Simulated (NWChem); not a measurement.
Molecule: TiH4S; SMILES [SH][TiH3]

```xyz
6

Ti    -0.0530     0.7742    -0.1113
H     -1.0954     1.1213     1.1759
H      1.5282     1.2429     0.2291
H     -0.5764     1.4967    -1.5398
S     -0.0806    -1.4415    -0.3989
H     -0.9549    -1.3261     0.6459
```
Atoms are numbered in this order, from 1.

Program: NWChem. Pople sets run with spherical d functions. Structure relaxed at the PBE0/def2-SVP level. GIAO values for the isolated, static molecule; σ is the absolute isotropic shielding, δ = σ(reference) − σ with the isolated reference molecule computed at the same levels (1H: tetramethylsilane).

Task: What does the run give for Hartree-Fock/6-31G*? Quantities: σ Ti1 (ppm); δ H2 (rotor mean) (ppm); σ S5 (ppm); δ H6 (ppm).

Result: 
| Item | Result |
|---|---|
| σ Ti1 (ppm) | -1759.1 |
| δ H2 (rotor mean) (ppm) | 11.00 |
| σ S5 (ppm) | -29.5 |
| δ H6 (ppm) | 4.10 |
